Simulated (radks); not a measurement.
Values are calculated unless marked as measured or tabulated.
Problem. Coherent X-ray form factor from a spherical all-electron density. Code: a radial shooting solver on a logarithmic mesh with Libxc functionals. Model: scalar-relativistic Kohn-Sham, exchange-only LDA, spin-polarised, spherical densities, point nucleus.

sin(theta)/lambda (1/angstrom),f0 (electrons)
0.05,70.415
0.1,68.746
0.15,66.223
0.2,63.141
0.25,59.785
0.3,56.378
0.4,49.945
0.5,44.351
0.6,39.585
0.8,31.934
1,26.126
1.25,20.990
1.5,17.714
2,13.987

The species is in the configuration that NIST lists as its ground one. Which atom or ion scatters so?

Solution. The rhenium ion Re4+, [Xe] 4f14 5d3. Extrapolating in s^2 from the first two rows gives f0(0) = 71.0, near the electron count 71; among species with that count, the fall with angle is slower the higher Z, and the table is that of Z = 75; from so few rows the species is fixed only to a neighbour or two.
